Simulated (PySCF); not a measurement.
Working with the constants of KCl

RHF-CCSD(T) constants of KCl, ¹Σ⁺ (singlet), closed shell (basis K pcseg-1, Cl pcseg-1; no relativity; PySCF 2.14; masses 38.9637 and 34.9689 u):

```
ωe              : 260.2 cm⁻¹
ωexe            : 1.09 cm⁻¹
Be              : 0.12137 cm⁻¹
αe              : 0.000782 cm⁻¹
D (centrifugal) : 1.06e-07 cm⁻¹
De to K + Cl    : 3.96 eV
```

Question: Give the band origin of the fundamental and the first lines of its P and R branches.

Answer: ν0 = ωe − 2ωexe = 258.0 cm⁻¹, B0 = 0.12098, B1 = 0.12020 cm⁻¹.

```json
{"J″": "0", "P(J″) − ν0": "", "R(J″) − ν0": "0.240"}
{"J″": "1", "P(J″) − ν0": "-0.242", "R(J″) − ν0": "0.479"}
{"J″": "2", "P(J″) − ν0": "-0.485", "R(J″) − ν0": "0.716"}
{"J″": "3", "P(J″) − ν0": "-0.731", "R(J″) − ν0": "0.952"}
{"J″": "4", "P(J″) − ν0": "-0.977", "R(J″) − ν0": "1.186"}
{"J″": "5", "P(J″) − ν0": "-1.225", "R(J″) − ν0": "1.419"}
{"J″": "6", "P(J″) − ν0": "-1.475", "R(J″) − ν0": "1.650"}
```

Question: Near which J would the R branch turn back, without centrifugal distortion?

Answer: At J ≈ (B0 + B1)/(2(B0 − B1)) − 1 ≈ 150.

Correlated steps freeze 10 core orbitals. Correlated levels converge slowly with the basis: in double zeta they bind strong bonds too weakly, by up to about 1 eV, and carry superposition errors of some tenths. Where the molecule has an RHF reference, its open-shell atoms are computed with UHF.
